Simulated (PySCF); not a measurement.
H4SZr, SMILES [SH][ZrH3], multiplicity 1. Atoms are numbered in the order given.

```xyz
6

Zr    -0.0003    -0.6497     0.0000
H      1.7843    -1.1315     0.0000
H     -0.8744    -1.2490    -1.5101
H     -0.8744    -1.2490     1.5101
S     -0.0808     1.7484     0.0000
H      1.2714     1.6412     0.0000
```
Charge 0, spin multiplicity 1.

Geometry optimised at PBE0-D3(BJ)/def2-TZVP. The multiplicity is an assumed one; other spin states were not compared. The def2 effective core potentials stand for the cores of Zr; spin–orbit coupling is left out.

Calculation: TDA-PBE/def2-TZVPD in PySCF 2.14.0.

Vertical excitations. The molecule is in vacuum. State labels are in the subgroup Cs.

| state | symmetry | energy (eV) | λ (nm) | f | main pairs |
|---|---|---|---|---|---|
| S1 | A" | 3.56 | 348 | 0.001 | HOMO→LUMO 99 % |
| S2 | A' | 3.87 | 320 | 0.002 | HOMO→LUMO+1 45 %, HOMO−1→LUMO 44 % |
| S3 | A" | 3.87 | 320 | 0.000 | HOMO−2→LUMO 85 %, HOMO−1→LUMO+1 13 % |
| S4 | A" | 3.95 | 314 | 0.001 | HOMO−1→LUMO+1 85 % |
| S5 | A' | 3.96 | 313 | 0.000 | HOMO−1→LUMO 50 %, HOMO→LUMO+1 46 % |
| S6 | A' | 4.21 | 295 | 0.017 | HOMO−2→LUMO+1 54 %, HOMO−3→LUMO 34 % |
| S7 | A' | 4.30 | 288 | 0.009 | HOMO−3→LUMO 57 %, HOMO−2→LUMO+1 35 % |
| S8 | A" | 4.35 | 285 | 0.002 | HOMO→LUMO+2 82 %, HOMO−3→LUMO+1 16 % |
| S9 | A" | 4.53 | 274 | 0.003 | HOMO−3→LUMO+1 71 %, HOMO→LUMO+2 15 % |
| S10 | A' | 4.61 | 269 | 0.003 | HOMO−1→LUMO+2 81 %, HOMO−4→LUMO 13 % |
| T1 | A" | 3.29 | 376 | 0 | HOMO→LUMO 90 % |
| T2 | A' | 3.42 | 363 | 0 | HOMO→LUMO+1 94 % |
| T3 | A' | 3.43 | 362 | 0 | HOMO−1→LUMO 96 % |
| T4 | A" | 3.59 | 345 | 0 | HOMO−1→LUMO+1 97 % |
Triplets are in the Tamm–Dancoff approximation.
